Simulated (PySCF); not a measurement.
B(Me)(OAc)(OH) (C3H7BO3), SMILES O=C(C)OB(O)C. Atoms are numbered in the order given.

```xyz
14

B     -0.1715     0.9591     0.7925
C      1.0149     0.6579     1.7698
H      0.9803    -0.3862     2.1417
H      1.0214     1.3560     2.6285
H      1.9782     0.7366     1.2253
O     -0.5626     0.1445    -0.2963
C      0.1546    -0.9025    -0.8227
C     -0.6929    -1.6893    -1.7933
O      1.3103    -1.1380    -0.5501
H     -0.1020    -2.5140    -2.2270
H     -1.0654    -1.0226    -2.5966
H     -1.5856    -2.0915    -1.2732
O     -0.9472     2.0691     0.9644
H     -1.6334     2.1242     0.2718
```
Charge 0, spin multiplicity 1.

The structure is a stationary point at PBE-D3(BJ)/def2-SVP. One conformer was computed; it need not be the lowest.

Level of theory: KT2/pcSseg-1 in PySCF.

GIAO shieldings, no solvent; atoms alike by connectivity are averaged. δ = σ(ref) − σ: ¹¹B against BF3 (σ = 89.8 ppm); ¹³C against TMS (σ = 185.1 ppm); ¹H against TMS (σ = 31.47 ppm); ¹⁷O against H2O (σ = 330.4 ppm), references at their B3LYP-D3(BJ)/def2-TZVP geometries, non-relativistic.

| atoms | nucleus | count | δ (ppm) |
|---|---|---|---|
| B1 | ¹¹B | 1 | ? |
| C7 | ¹³C | 1 | 166.8 |
| C8 | ¹³C | 1 | ? |
| C2 | ¹³C | 1 | 2.7 |
| H14 | ¹H | 1 | ? |
| H10, H11, H12 | ¹H | 3 | 2.50 |
| H3, H4, H5 | ¹H | 3 | 1.17 |
| O9 | ¹⁷O | 1 | 462.4 |
| O6 | ¹⁷O | 1 | ? |
| O13 | ¹⁷O | 1 | ? |

Q: Fill in the missing entries. (The exact figures need the calculation; the answer reports its results.)

A: 
- C8, δ (ppm): 26.2
- H14, δ (ppm): 4.48
- O6, δ (ppm): 273.8
- O13, δ (ppm): 142.3
- B1, δ (ppm): 19.2
